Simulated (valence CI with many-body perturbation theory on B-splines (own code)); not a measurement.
## La XXVII: calculated level list

Calculated by relativistic CI+MBPT: three valence electrons over a frozen Dirac-Fock core [Ar] 3d10, a basis of 11 s, 11 p, 10 d, 8 f, 5 g, 2 h functions for each j, with the one-electron correlation potential Σ1 (screened to all orders), the two-electron term Σ2, the three-electron term Σ3, Breit, model QED; selected single and double excitations, second order for the rest, scaled by the run's own slope (own B-spline code, finite nucleus).

The last digits are not significant, and no measured levels were compared; by estimate large intervals hold to a few tenths of a per cent, small ones and those within an open d or f shell to about a per cent.

Levels 91 to 135 of 176, with energies above the lowest level, (4s^2 4p1/2) J=1/2. "Leading %" is the weight of the configuration and term that name the level; weights of strongly mixed levels are sums over their largest components and can fall short. In the jj column 3d3/2^4 stands for four electrons in 3d with j = 3/2. Lifetimes count E1, E2, E3, M1 and M2 decay at the calculated energies, and are blank where another channel may lead or the interval is too uncertain; long ones can be off by a factor of two.

```tsv
No.	Configuration	Term	J	E (eV)	Leading %	Lifetime	Leading jj	Second component
91	4s 4p 4f	4F	7/2	310.50	52	2.94 ps	4s 4p3/2 4f5/2 (54 %)	17 % 4s 4d2 4F
92	4s 4p 4f	4F	9/2	310.57	42	2.79 ps	4s 4p3/2 4f7/2 (44 %)	30 % 4s 4d2 4F
93	4s 4p 4f	4D	5/2	311.19	46	3.73 ps	4s 4p3/2 4f7/2 (36 %)	19 % 4s 4p 4f 4F
94	4s 4p 4f	4D	3/2	311.22	80	4.24 ps	4s 4p3/2 4f5/2 (82 %)	14 % 4s 4p 4f 4F
95	4s 4p 4f	4D	1/2	311.41	99	4.77 ps	4s 4p3/2 4f5/2 (99 %)	
96	4s 4d2	2F	5/2	313.40	58	2.61 ps	4s 4d3/2 4d5/2 (40 %)	18 % 4s 4p 4f 2F
97	4s 4p 4f	2F	7/2	314.15	46	3.17 ps	4s 4p3/2 4f7/2 (61 %)	15 % 4s 4p 4f 4D
98	4s 4d2	2F	7/2	316.01	54	3.77 ps	4s 4d5/2^2 (37 %)	28 % 4s 4p 4f 2F
99	4s 4p 4f	2F	5/2	316.57	42	2.58 ps	4s 4p3/2 4f7/2 (36 %)	15 % 4s 4p 4f 2D
100	4s 4d2	2P	1/2	318.69	51	1.83 ps	4s 4d3/2 4d5/2 (47 %)	33 % 4s 4d2 2S
101	4s 4p 4f	2G	9/2	321.39	86	3.11 ps	4s 4p3/2 4f7/2 (57 %)	11 % 4s 4d2 2G
102	4s 4p 4f	2D	3/2	322.67	37	2.28 ps	4s 4d3/2 4d5/2 (35 %)	36 % 4s 4d2 2P
103	4s 4d2	2S	1/2	323.60	55	2.33 ps	4s 4d5/2^2 (73 %)	33 % 4s 4d2 2P
104	4s 4d2	2P	3/2	324.02	40	2.47 ps	4s 4d5/2^2 (49 %)	30 % 4s 4p 4f 2D
105	4s 4p 4f	2F	7/2	328.08	41	1.74 ps	4s 4p3/2 4f5/2 (34 %)	23 % 4s 4d2 2F
106	4s 4p 4f	2D	3/2	328.17	79	2.31 ps	4s 4p3/2 4f5/2 (75 %)	10 % 4p2 4d 2D
107	4s 4p 4f	2G	9/2	328.20	58	1.95 ps	4s 4p3/2 4f7/2 (46 %)	28 % 4s 4d2 2G
108	4s 4p 4f	2D	5/2	328.42	64	2.41 ps	4s 4p3/2 4f7/2 (67 %)	11 % 4s 4d2 2D
109	4s 4p 4f	2F	5/2	328.86	33	1.86 ps	4s 4p3/2 4f5/2 (40 %)	27 % 4s 4p 4f 2D
110	4s 4p 4f	2G	7/2	330.63	55	1.96 ps	4s 4p3/2 4f5/2 (35 %)	24 % 4s 4d2 2G
111	4p 4d2	4G°	5/2	346.19	34	20.4 ps	4p1/2 4d3/2^2 (57 %)	18 % 4p2 4f 4G°
112	4p2 4f	2F°	7/2	350.86	19	10.5 ps	4p1/2^2 4f7/2 (80 %)	17 % 4p2 4f 2G°
113	4s2 5s	2S	1/2	351.78	98	590 fs	4s^2 5s (98 %)	
114	4p 4d2	4G°	5/2	354.70	42	3.98 ps	4p1/2^2 4f5/2 (45 %)	11 % 4p2 4f 4G°
115	4p 4d2	4G°	7/2	355.48	60	11.4 ps	4p1/2 4d3/2 4d5/2 (84 %)	12 % 4p 4d2 2G°
116	4p 4d2	2D°	5/2	357.89	20	5.94 ps	4p1/2 4d3/2 4d5/2 (63 %)	19 % 4p 4d2 2F°
117	4p 4d2	2H°	9/2	357.90	41	14.0 ps	4p1/2 4d3/2 4d5/2 (78 %)	18 % 4p 4d2 2G°
118	4p 4d2	2D°	3/2	358.85	41	5.75 ps	4p1/2 4d3/2 4d5/2 (80 %)	24 % 4p 4d2 4D°
119	4p 4d2	4D°	1/2	360.26	72	3.94 ps	4p1/2 4d3/2^2 (81 %)	20 % 4p 4d2 2P°
120	4p 4d2	4P°	1/2	361.24	56	4.72 ps	4p1/2 4d3/2 4d5/2 (93 %)	31 % 4p 4d2 2S°
121	4p 4d2	4F°	3/2	362.88	36	2.25 ps	4p1/2 4d3/2^2 (80 %)	13 % 4p 4d2 2D°
122	4p 4d2	4D°	7/2	363.74	18	7.73 ps	4p1/2 4d5/2^2 (60 %)	14 % 4p2 4f 4D°
123	4p 4d2	4G°	9/2	363.89	48	12.0 ps	4p1/2 4d5/2^2 (66 %)	10 % 4p 4d2 4F°
124	4p 4d2	2F°	5/2	365.97	24	3.36 ps	4p1/2 4d3/2 4d5/2 (51 %)	20 % 4p 4d2 4F°
125	4p 4d2	4D°	3/2	367.37	43	4.01 ps	4p1/2 4d5/2^2 (38 %)	23 % 4p 4d2 2D°
126	4p 4d2	4D°	7/2	367.78	19	2.93 ps	4p1/2 4d3/2 4d5/2 (46 %)	15 % 4p2 4f 4F°
127	4p 4d2	4D°	5/2	368.37	37	3.76 ps	4p1/2 4d5/2^2 (46 %)	16 % 4p 4d2 4P°
128	4p2 4f	2G°	7/2	369.61	74	4.46 ps	4p1/2 4p3/2 4f5/2 (67 %)	10 % 4p2 4f 4G°
129	4p2 4f	2H°	11/2	369.99	44	12.9 ps	4p1/2 4p3/2 4f7/2 (74 %)	30 % 4p2 4f 4G°
130	4p 4d2	4P°	3/2	370.01	54	3.03 ps	4p1/2 4d3/2 4d5/2 (51 %)	21 % 4p 4d2 4S°
131	4p2 4f	4G°	9/2	370.97	47	4.55 ps	4p1/2 4p3/2 4f7/2 (51 %)	12 % 4p2 4f 2H°
132	4p2 4f	2D°	5/2	371.26	41	3.71 ps	4p1/2 4p3/2 4f5/2 (56 %)	17 % 4p2 4f 4G°
133	4p2 4f	4G°	7/2	371.61	33	4.52 ps	4p1/2 4p3/2 4f7/2 (49 %)	20 % 4p2 4f 4D°
134	4p2 4f	2G°	9/2	372.07	49	4.64 ps	4p1/2 4p3/2 4f7/2 (84 %)	42 % 4p2 4f 4F°
135	4p2 4f	4F°	5/2	372.08	34	4.28 ps	4p1/2 4p3/2 4f5/2 (71 %)	30 % 4p2 4f 2F°
```

Where two levels of one J and parity lie close, their mixing, g and order are uncertain.
